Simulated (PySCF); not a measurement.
C2HF3Si, SMILES F[Si](F)(C#C)F. The structure is a stationary point at B3LYP-D3(BJ)/def2-SVP.

Give the equilibrium geometry at B3LYP-D3(BJ)/def2-SVP (PySCF confirms it by a frequency run) as Cartesian coordinates in Å, and its point group. (An estimate is asked for; the answer gives what the named calculation found.)

point group C3v.
```xyz
7

C      0.0000     0.0000     2.6911
C      0.0000     0.0000     1.4760
Si     0.0000     0.0000    -0.3232
F      1.2935    -0.7468    -0.8980
F      0.0000     1.4937    -0.8980
F     -1.2935    -0.7468    -0.8980
H      0.0000     0.0000     3.7670
```
Charge 0, spin multiplicity 1.
